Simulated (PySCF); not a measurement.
**Tl+ (thallium, charge +1) across methods**

[Xe] 4f14 5d10 6s1 6p1, high-spin 3P determinant (an excited configuration). Computed with PySCF 2.14 in aug-cc-pwCVDZ-PP with ECP60MDF (6s5p4d1f, 48 functions), with scalar relativity through the core potential. The B2PLYP total includes its PT2 part (frozen core); its orbital energies are those of the SCF part.

| method | E (hartree) | mean ε 5d β (eV) | mean ε 6s α (eV) | mean ε 6p α (eV) | Σ⟨r²⟩ (bohr²) | ⟨S²⟩ |
| --- | --- | --- | --- | --- | --- | --- |
| r2SCAN | -172.1115 | -24.720 | -18.462 | -10.000 | 48.51 | 2.003 |
| r2SCANh | -172.0909 | -25.499 | -18.898 | -10.342 | 48.50 | 2.003 |
| LDA | -171.7679 | -24.459 | -18.361 | -9.811 | 48.97 | 2.001 |
| B2PLYP | -171.7235 | -28.282 | -20.109 | -11.372 | 49.00 | 2.002 |
| PBEsol | -171.8622 | -24.253 | -18.144 | -9.725 | 48.84 | 2.002 |
| MN15 | -171.7065 | -26.840 | -20.318 | -11.238 | 48.83 | 2.001 |
| PBE | -172.0611 | -24.290 | -18.049 | -9.715 | 48.96 | 2.001 |
| PBE0 | -172.0361 | -26.350 | -19.197 | -10.633 | 48.78 | 2.002 |

**Question.** Estimate the same row for UHF.

**Answer.** E (hartree) = -171.12044; mean ε 5d β (eV) = -31.551; mean ε 6s α (eV) = -21.786; mean ε 6p α (eV) = -12.922; Σ⟨r²⟩ (bohr²) = 49.22; ⟨S²⟩ = 2.004.

Energies and moments cover only the electrons outside the core potential. Spin-orbit coupling, absent here, splits the open shell strongly.
